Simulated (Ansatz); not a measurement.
Basis-set series for `O[SiH2][GaH][OH]`. The species carries charge 0 and has multiplicity 1. All single points use the PBE0-D4/def2-TZVP geometry. It is one conformer, not always the lowest.

```csv
functional,basis,functions,energy (Eh),HOMO (eV),LUMO (eV)
PBE0-D4,def2-SVP,103,-2366.86923,-7.51,-1.51
PBE0-D4,def2-TZVPP,222,-2367.41630,-7.59,-1.62
ωB97M-V,def2-SVP,103,-2367.22063,-9.53,0.27
ωB97M-V,def2-TZVPP,222,-2367.77192,-9.64,0.11
```

Give the rows for def2-QZVPP. (An estimate is asked.)

Computed: 
```tsv
functional	basis	functions	energy (Eh)	HOMO (eV)	LUMO (eV)
PBE0-D4	def2-QZVPP	423	-2367.47908	-7.62	-1.67
ωB97M-V	def2-QZVPP	423	-2367.83240	-9.67	-0.04
```

Positive LUMOs are unbound and depend on the basis. Scalar relativity is left out up to krypton.
